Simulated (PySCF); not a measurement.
Mo(NH)(S)(Cl)(NH2) (ClH3MoN2S), SMILES [NH]=[Mo]([NH2])(=[S])[Cl], multiplicity 1. The structure is a stationary point at B3LYP-D3(BJ)/def2-SVP. The spin state was assumed, not searched. The structure was generated by enumeration; whether it is a known compound was not checked. The def2 effective core potentials stand for the cores of Mo; spin–orbit coupling is left out. The values are those of a single conformer.

Calculation: PySCF with B3LYP-D3(BJ)/def2-SVP.

Harmonic wavenumbers (cm⁻¹): 141, 161, 191, 221, 255, 390, 407, 498, 540, 569, 605, 678, 741, 1003, 1500, 3533, 3564, 3639. Rotational constants (GHz): 2.449, 1.688, 1.394; symmetry number 1.

Problem. Work out the zero-point energy and the ideal-gas rigid-rotor harmonic-oscillator thermochemistry at 298.15 K and 1 atm.

Solution. ZPE = ½ Σ hcν = ½ × 18635 cm⁻¹ = 111.46 kJ/mol. H − E(el) = 133.21 kJ/mol. Entropy in J/(mol K): translation 174.48, rotation 118.88, vibration 66.99, total 360.35. G − E(el) = 25.77 kJ/mol. Cp = 111.81 J/(mol K). Modes under 150 cm⁻¹ make the vibrational entropy uncertain.
